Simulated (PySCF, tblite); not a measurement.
Isomers of [C6H11F3P]+ (charge +1). Computed with GFN2-xTB (tblite): harmonic, unscaled wavenumbers at the GFN2-xTB geometry, gas phase. The method is semi-empirical: single wavenumbers can be off by several per cent or more. Modes of hydrogen on phosphorus can be 10 to 20 % off. One conformer each.

Electronic energies: PBE0/pcSseg-1 single points on the GFN2-xTB geometries (PySCF, gas phase).

```csv
SMILES,"electronic energy, lowest = 0 (kcal/mol)"
C=C[P@H+](C)CCC(F)(F)F,0.0
CCC[P@H+](C)C(F)=C(F)F,31.4
C=C(C)[PH2+]CCC(F)(F)F,10.1
```

**Question.** How do GFN2-xTB zero-point energies change the relative energies?

**Answer.** 
```tsv
SMILES	ZPE (kcal/mol)	of it from modes above 1550 cm⁻¹	electronic (kcal/mol)	with ZPE, lowest = 0 (kcal/mol)	lowest mode (cm⁻¹)	rings
C=C[P@H+](C)CCC(F)(F)F	98.1	48.9	0.0	0.0	20	0
C=C(C)[PH2+]CCC(F)(F)F	98.0	48.1	10.1	10.0	22	0
CCC[P@H+](C)C(F)=C(F)F	98.7	48.7	31.4	32.0	18	0
```

The zero-point energies span 0.7 kcal/mol, from `C=C(C)[PH2+]CCC(F)(F)F` to `CCC[P@H+](C)C(F)=C(F)F`. The order is unchanged.

**Question.** And how do the electronic energies of GFN2-xTB itself compare?

**Answer.** `C=C[P@H+](C)CCC(F)(F)F` 0.0; `C=C(C)[PH2+]CCC(F)(F)F` 3.7; `CCC[P@H+](C)C(F)=C(F)F` 17.9 kcal/mol, lowest = 0. Against the energies above, taken from the same isomer `C=C[P@H+](C)CCC(F)(F)F`, the largest difference is 13.5 kcal/mol.
